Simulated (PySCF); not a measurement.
`CO[C@H]1CCCO1`: 4 charge schemes on one density

Species: C5H10O2.
Geometry (GFN2-xTB, Å), atoms numbered from 1 in this order:
```
atom  x, y, z in Å
C1     2.4051   -0.2424    0.7796
O2     1.1727   -0.7879    0.3665
C3     0.4266    0.0650   -0.4605
C4    -0.8656   -0.6587   -0.8390
C5    -1.7418   -0.3425    0.3718
C6    -1.2558    1.0540    0.7797
O7     0.0304    1.2395    0.1946
H8     2.2568    0.6902    1.3320
H9     3.0499   -0.0447   -0.0854
H10    2.8681   -0.9864    1.4242
H11    1.0411    0.3745   -1.3231
H12   -1.2760   -0.2236   -1.7496
H13   -0.6903   -1.7214   -0.9781
H14   -1.5384   -1.0591    1.1666
H15   -2.8045   -0.3536    0.1417
H16   -1.1781    1.1650    1.8654
H17   -1.9071    1.8442    0.3901
```

Density: PBE0/pcSseg-1 (PySCF); schemes: Mulliken, IAO, Hirshfeld and ESP-fitted. Isolated species at its GFN2-xTB geometry (one conformer only).

Task: At which atom do the 4 schemes differ most?

Result: At O7: from -0.524 (Mulliken) to -0.154 e (Hirshfeld), 0.370 e apart.

Task: For which atoms does the sign change between the 4 schemes (beyond +0.03 e in one, beyond −0.03 e in another)?

Result: C6.

Task: Which atoms carry the lowest charge in the Mulliken, IAO, Hirshfeld and ESP-fitted schemes?

Result: All schemes agree: Mulliken O7 (-0.524); IAO O7 (-0.415); Hirshfeld O7 (-0.154); ESP-fitted O7 (-0.408).

Task: Tabulate the Mulliken, IAO, Hirshfeld and ESP-fitted charges.

Result: In e:

```json
{"atom": "C1", "environment": "methoxy carbon", "Mulliken": "-0.029", "IAO": "-0.207", "Hirshfeld": "-0.047", "ESP-fitted": "-0.187"}
{"atom": "O2", "environment": "ether oxygen", "Mulliken": "-0.513", "IAO": "-0.409", "Hirshfeld": "-0.149", "ESP-fitted": "-0.285"}
{"atom": "C3", "environment": "sp3 carbon bearing two oxygens", "Mulliken": "+0.290", "IAO": "+0.264", "Hirshfeld": "+0.104", "ESP-fitted": "+0.320"}
{"atom": "C4", "environment": "ring CH2 carbon", "Mulliken": "-0.184", "IAO": "-0.281", "Hirshfeld": "-0.081", "ESP-fitted": "-0.205"}
{"atom": "C5", "environment": "ring CH2 carbon", "Mulliken": "-0.298", "IAO": "-0.283", "Hirshfeld": "-0.076", "ESP-fitted": "-0.014"}
{"atom": "C6", "environment": "sp3 carbon bound to oxygen", "Mulliken": "+0.103", "IAO": "-0.063", "Hirshfeld": "+0.002", "ESP-fitted": "+0.069"}
{"atom": "O7", "environment": "cyclic ether oxygen", "Mulliken": "-0.524", "IAO": "-0.415", "Hirshfeld": "-0.154", "ESP-fitted": "-0.408"}
{"atom": "H8", "environment": "methyl hydrogen", "Mulliken": "+0.106", "IAO": "+0.137", "Hirshfeld": "+0.034", "ESP-fitted": "+0.117"}
{"atom": "H9", "environment": "methyl hydrogen", "Mulliken": "+0.084", "IAO": "+0.120", "Hirshfeld": "+0.035", "ESP-fitted": "+0.082"}
{"atom": "H10", "environment": "methyl hydrogen", "Mulliken": "+0.117", "IAO": "+0.156", "Hirshfeld": "+0.049", "ESP-fitted": "+0.118"}
{"atom": "H11", "environment": "methine hydrogen", "Mulliken": "+0.102", "IAO": "+0.120", "Hirshfeld": "+0.033", "ESP-fitted": "+0.050"}
{"atom": "H12", "environment": "methylene hydrogen", "Mulliken": "+0.124", "IAO": "+0.140", "Hirshfeld": "+0.043", "ESP-fitted": "+0.097"}
{"atom": "H13", "environment": "methylene hydrogen", "Mulliken": "+0.138", "IAO": "+0.157", "Hirshfeld": "+0.046", "ESP-fitted": "+0.059"}
{"atom": "H14", "environment": "methylene hydrogen", "Mulliken": "+0.134", "IAO": "+0.147", "Hirshfeld": "+0.040", "ESP-fitted": "+0.044"}
{"atom": "H15", "environment": "methylene hydrogen", "Mulliken": "+0.128", "IAO": "+0.144", "Hirshfeld": "+0.044", "ESP-fitted": "+0.028"}
{"atom": "H16", "environment": "methylene hydrogen", "Mulliken": "+0.114", "IAO": "+0.139", "Hirshfeld": "+0.040", "ESP-fitted": "+0.063"}
{"atom": "H17", "environment": "methylene hydrogen", "Mulliken": "+0.107", "IAO": "+0.134", "Hirshfeld": "+0.037", "ESP-fitted": "+0.052"}
```

Mean size of the charges over all atoms: IAO 0.195 e, Mulliken 0.182 e, ESP-fitted 0.129 e, Hirshfeld 0.060 e. Each set sums to the total charge, 0, to within 0.001 e. The Mulliken scheme counts on each atom the diagonal of the density matrix times the overlap matrix over that atom's basis functions. The Hirshfeld scheme weights the molecular density at each point by an atom's share of the summed free-atom densities.

Task: Sum the charges by element.

Result: 
```json
{"element": "C", "atoms": "5", "Mulliken": "-0.118", "IAO": "-0.571", "Hirshfeld": "-0.098", "ESP-fitted": "-0.018"}
{"element": "O", "atoms": "2", "Mulliken": "-1.037", "IAO": "-0.824", "Hirshfeld": "-0.303", "ESP-fitted": "-0.693"}
{"element": "H", "atoms": "10", "Mulliken": "+1.155", "IAO": "+1.395", "Hirshfeld": "+0.402", "ESP-fitted": "+0.711"}
```

Task: How closely do the schemes follow one another over all atoms?

Result: Correlation coefficient and root-mean-square difference: IAO with Hirshfeld 0.99, 0.148 e; Mulliken with Hirshfeld 0.98, 0.160 e; Mulliken with IAO 0.94, 0.076 e; Hirshfeld with ESP-fitted 0.93, 0.106 e; IAO with ESP-fitted 0.90, 0.100 e; Mulliken with ESP-fitted 0.89, 0.110 e.
